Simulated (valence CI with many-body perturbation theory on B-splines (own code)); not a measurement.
**Sn⁴³⁺: E2, M1, M2 decay**

Method: valence CI with perturbative core correlation (CI+MBPT): five valence electrons over a frozen Dirac-Fock core [He], a basis of 9 s, 9 p, 8 d, 6 f, 3 g, 1 h functions for each j, with the one-electron correlation potential Σ1, the two-electron term Σ2, the three-electron term Σ3, Breit, model QED; selected CI, second order for the rest (own B-spline code, finite nucleus).

No measured spectrum was set against this ion. As an estimate, large intervals hold to a few tenths of a per cent, small ones and those within an open d or f shell to about a per cent. Among the levels kept, up to 1400 cm⁻¹ of a level comes from second order outside the variational space, and about a tenth of that is noise between levels of different J, which matters for small intervals.

Lines 1 to 50 of 52 in falling wavelength, among levels below 4512.4 eV, chosen from the decays that carry over 1 % of a level's rate. Wavelengths and rates use the calculated energies. Electric multipoles are in the length gauge, E1 and E2 with the static RPA response of the core. Weak lines are less certain than strong ones. Lines between different terms over intervals too small for the method are left out, as are lines whose strength nearly cancels. The highest levels of a list are the least certain.

Levels are named by their leading jj configuration (3d3/2^4 stands for four electrons in 3d with j = 3/2), which in mixed levels can hold well under half, so a name can repeat and another be missing. Letters in brackets count levels of one name in rising energy.

```csv
λ vac (Å),Upper,Lower,Type,A (s⁻¹),Branch %
55.07,(2s^2 2p1/2 2p3/2^2) J=3/2,(2s^2 2p1/2^2 2p3/2) J=3/2,M1,1.19e+08,100.0
54.82,(2s^2 2p3/2^3) J=3/2,(2s^2 2p1/2 2p3/2^2) J=1/2,M1,2.90e+07,11.6
50.83,(2s^2 2p1/2 2p3/2^2) J=5/2,(2s^2 2p1/2^2 2p3/2) J=3/2,M1,2.05e+07,99.2
48.85,(2s^2 2p3/2^3) J=3/2,(2s^2 2p1/2 2p3/2^2) J=5/2,M1,3.97e+07,15.9
45.66,(2s^2 2p1/2 2p3/2^2) J=1/2,(2s^2 2p1/2^2 2p3/2) J=3/2,M1,8.47e+07,99.8
45.48,(2s^2 2p3/2^3) J=3/2,(2s^2 2p1/2 2p3/2^2) J=3/2,M1,1.66e+08,66.3
3.402,(2s^2 2p1/2 2p3/2 3d5/2) J=9/2,(2s 2p1/2 2p3/2^3) J=5/2,E2,4.58e+08,2.9
3.178,(2s^2 2p1/2 2p3/2 3p1/2) J=3/2 [a],(2s^2 2p1/2 2p3/2^2) J=1/2,E2,2.31e+10,9.2
3.169,(2s^2 2p1/2 2p3/2 3p1/2) J=5/2,(2s^2 2p1/2 2p3/2^2) J=1/2,E2,4.04e+10,11.9
3.160,(2s^2 2p1/2 2p3/2 3p1/2) J=1/2,(2s^2 2p1/2 2p3/2^2) J=5/2,E2,5.14e+10,18.6
3.151,(2s^2 2p1/2 2p3/2 3p1/2) J=3/2 [b],(2s^2 2p1/2 2p3/2^2) J=1/2,E2,1.56e+10,1.2
3.148,(2s^2 2p1/2^2 3p1/2) J=1/2,(2s^2 2p1/2^2 2p3/2) J=3/2,E2,2.25e+11,64.5
3.147,(2s^2 2p3/2^2 3p1/2) J=3/2,(2s^2 2p3/2^3) J=3/2,E2,4.77e+10,4.0
3.146,(2s^2 2p1/2 2p3/2 3p1/2) J=5/2,(2s^2 2p1/2 2p3/2^2) J=5/2,E2,1.30e+11,38.2
3.144,(2s^2 2p1/2 2p3/2 3p1/2) J=1/2,(2s^2 2p1/2 2p3/2^2) J=3/2,E2,7.58e+10,27.4
3.144,(2s^2 2p3/2^2 3p1/2) J=5/2,(2s^2 2p3/2^3) J=3/2,E2,1.53e+11,31.3
3.140,(2s^2 2p1/2 2p3/2 3p1/2) J=3/2 [a],(2s^2 2p1/2 2p3/2^2) J=3/2,E2,1.44e+11,57.1
3.131,(2s^2 2p1/2 2p3/2 3p1/2) J=5/2,(2s^2 2p1/2 2p3/2^2) J=3/2,E2,3.19e+10,9.4
3.129,(2s^2 2p1/2 2p3/2 3p1/2) J=3/2 [b],(2s^2 2p1/2 2p3/2^2) J=5/2,E2,1.28e+11,10.2
3.118,(2s^2 2p3/2^2 3p1/2) J=1/2,(2s^2 2p3/2^3) J=3/2,E2,1.50e+11,16.3
3.117,(2s^2 2p1/2 2p3/2 3p3/2) J=3/2 [a],(2s^2 2p1/2 2p3/2^2) J=1/2,E2,9.07e+09,2.0
3.108,(2s 2p1/2^2 2p3/2 3p3/2) J=7/2,(2s 2p1/2^2 2p3/2^2) J=5/2,E2,6.31e+10,5.1
3.104,(2s^2 2p1/2 2p3/2 3p3/2) J=5/2 [a],(2s^2 2p1/2 2p3/2^2) J=5/2,E2,1.54e+10,1.2
3.102,(2s^2 2p3/2^2 3p3/2) J=7/2,(2s^2 2p3/2^3) J=3/2,E2,3.66e+10,2.1
3.101,(2s^2 2p1/2 2p3/2 3p3/2) J=5/2 [b],(2s^2 2p1/2 2p3/2^2) J=1/2,E2,4.30e+10,1.0
3.100,(2s^2 2p1/2 2p3/2 3p3/2) J=1/2 [a],(2s^2 2p1/2 2p3/2^2) J=5/2,E2,1.89e+10,4.1
3.100,(2s 2p1/2^2 2p3/2 3p3/2) J=1/2 [b],(2s 2p1/2^2 2p3/2^2) J=3/2,E2,1.18e+11,3.1
3.099,(2s^2 2p3/2^2 3p3/2) J=1/2,(2s^2 2p3/2^3) J=3/2,E2,1.25e+10,2.6
3.096,(2s^2 2p1/2 2p3/2 3p3/2) J=3/2 [a],(2s^2 2p1/2 2p3/2^2) J=5/2,E2,4.23e+10,9.4
3.091,(2s^2 2p1/2 2p3/2 3p3/2) J=7/2,(2s^2 2p1/2 2p3/2^2) J=5/2,E2,7.50e+10,24.3
3.090,(2s^2 2p1/2 2p3/2 3p3/2) J=5/2 [a],(2s^2 2p1/2 2p3/2^2) J=3/2,E2,6.24e+10,5.0
3.087,(2s^2 2p1/2^2 3p3/2) J=3/2,(2s^2 2p1/2^2 2p3/2) J=3/2,E2,1.14e+11,29.7
3.085,(2s^2 2p1/2 2p3/2 3p3/2) J=1/2 [a],(2s^2 2p1/2 2p3/2^2) J=3/2,E2,7.60e+10,16.5
3.081,(2s^2 2p1/2 2p3/2 3p3/2) J=3/2 [a],(2s^2 2p1/2 2p3/2^2) J=3/2,E2,2.88e+10,6.4
3.076,(2s^2 2p1/2 2p3/2 3p3/2) J=7/2,(2s^2 2p1/2 2p3/2^2) J=3/2,E2,8.68e+09,2.8
3.070,(2s^2 2p1/2 2p3/2 3p3/2) J=1/2 [b],(2s^2 2p1/2 2p3/2^2) J=5/2,E2,1.62e+11,5.7
3.055,(2s^2 2p1/2 2p3/2 3p3/2) J=1/2 [b],(2s^2 2p1/2 2p3/2^2) J=3/2,E2,7.94e+10,2.8
3.052,(2s 2p1/2^2 2p3/2 3p3/2) J=1/2 [b],(2s 2p1/2^2 2p3/2^2) J=5/2,E2,4.31e+10,1.1
3.047,(2s 2p1/2^2 2p3/2 3d5/2) J=9/2,(2s 2p1/2^2 2p3/2^2) J=5/2,M2,2.84e+09,13.1
3.027,(2s^2 2p1/2 2p3/2 3d5/2) J=9/2,(2s^2 2p1/2 2p3/2^2) J=5/2,M2,2.73e+09,17.2
2.926,(2s^2 2p1/2 2p3/2 3p3/2) J=5/2 [a],(2s^2 2p1/2^2 2p3/2) J=3/2,E2,2.45e+10,1.9
2.922,(2s^2 2p1/2 2p3/2 3p3/2) J=1/2 [a],(2s^2 2p1/2^2 2p3/2) J=3/2,E2,4.21e+10,9.1
2.920,(2s 2p1/2^2 2p3/2 3d5/2) J=9/2,(2s^2 2p1/2 2p3/2^2) J=5/2,E2,1.06e+09,4.9
2.918,(2s^2 2p1/2 2p3/2 3p3/2) J=3/2 [a],(2s^2 2p1/2^2 2p3/2) J=3/2,E2,9.45e+10,21.1
2.916,(2s^2 2p3/2^2 3p3/2) J=7/2,(2s^2 2p1/2 2p3/2^2) J=5/2,E2,5.05e+10,2.8
2.914,(2s^2 2p3/2^2 3p3/2) J=1/2,(2s^2 2p1/2 2p3/2^2) J=5/2,E2,9.30e+10,19.6
2.914,(2s^2 2p1/2 2p3/2 3p3/2) J=7/2,(2s^2 2p1/2^2 2p3/2) J=3/2,E2,1.08e+11,34.8
2.904,(2s^2 2p1/2 2p3/2 3p3/2) J=5/2 [b],(2s^2 2p1/2^2 2p3/2) J=3/2,E2,7.53e+10,1.8
2.904,(2s^2 2p3/2^2 3p3/2) J=7/2,(2s^2 2p1/2 2p3/2^2) J=3/2,E2,7.60e+10,4.3
2.895,(2s^2 2p1/2 2p3/2 3p3/2) J=1/2 [b],(2s^2 2p1/2^2 2p3/2) J=3/2,E2,5.07e+10,1.8
```
